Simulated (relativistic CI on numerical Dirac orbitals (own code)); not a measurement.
**What each ingredient does to the levels of Pd+**

Base calculation: Dirac-Coulomb-Breit CI, orbitals from a KLI potential per configuration, QED by a radiative potential, valence Slater integrals scaled by 0.85, P86 correlation energy added to each configuration.

Configurations in the expansion (outside the closed core [Kr]): 4d9, 4d8 5s, 4d8 5p, 4d7 5s2, 4d8 6s, 4d8 5d, 4d8 6p, 4d7 5s 5p, 4d8 7s, 4d8 4f, 4d8 6d, 4d8 7p, 4d8 5f, 4d8 5g, 4d8 7d, 4d8 6f, 4d7 5s 6s, 4d7 5p2. Levels of other configurations are missing.

Variants: (1) valence Slater integrals scaled by 0.75; (2) Slater integrals left unscaled; (3) configuration mixing switched off; (4) only the first 3 configurations. Shifts of the energy above 4d9 2D_5/2, in cm⁻¹, for the lowest level and the first level of each name with at least 55 % of one term (blank where a level changes its place among those of its configuration and J or its character, or is not in the variant):

```csv
Level,Base,Δ(1),Δ(2),Δ(3),Δ(4),Measured
4d9 2D_5/2,0.0,0.0,0.0,0.0,0.0,0.0
4d9 2D_3/2,3300.8,-20.4,+30.0,+43.3,+19.6,3539.2
4d8 5s 4F_9/2,25408.0,+1049.1,-1562.9,-755.1,-479.4,25084.3
4d8 5s 4F_7/2,27368.7,+999.6,-1507.3,-711.7,-436.0,27097.1
4d8 5s 4F_5/2,29098.9,+1009.6,-1512.9,-745.9,-463.7,28929.4
4d8 5s 4F_3/2,30114.3,+955.2,-1455.8,-756.5,-458.2,29948.2
4d8 5s 2F_7/2,32968.6,+356.3,-529.1,+156.8,+432.5,32280.5
4d8 5s 2F_5/2,35331.8,+103.3,-270.9,-67.2,+284.5,34424.7
4d8 5s 4P_5/2,37718.8,-141.9,+313.0,-433.2,-138.5,
4d8 5s 4P_1/2,40290.8,-350.6,+519.4,-649.9,-374.2,
4d8 5s 2D_5/2,42107.9,-307.8,+489.7,-509.1,-59.1,
4d8 5s 2G_9/2,45429.7,-973.4,+1452.0,-325.2,-49.5,
4d8 5s 2P_3/2,45479.5,-808.1,+1164.0,+810.3,+1107.0,
4d8 5s 2G_7/2,45536.2,-978.4,+1461.2,-316.9,-41.1,
```

Correlation outside the listed configurations is missing or only estimated: errors of thousands of cm⁻¹ between configurations and terms are usual at this charge. Rates and lifetimes follow the computed energies and can be off by large factors. The fine structure of a lone outer electron comes out too small, for d and f at times inverted, and misplaced configurations move strength between like terms. 16 of the 36 excited levels that our extract of the measured tables holds in this range could be paired (the sources list more); they are missed by 996 cm⁻¹ on average and 2380 at most, and levels without a partner can miss by more.

Measured levels: NIST Handbook of Basic Atomic Spectroscopic Data (Sansonetti and Martin, J. Phys. Chem. Ref. Data 34, 1559 (2005)).

Ionisation energy from the two ground configurations alone: base 18.77 eV; valence Slater integrals scaled by 0.75 18.88 eV; Slater integrals left unscaled 18.61 eV. The NIST ASD value (semi-empirical) is 19.43 eV. The gap of more than 2 % comes from missing correlation, or from a tabulated value that is itself an estimate.

LS names give the leading component of a level, which can be under half, so a name can repeat, a term be missing and a line seem to break the LS rules.
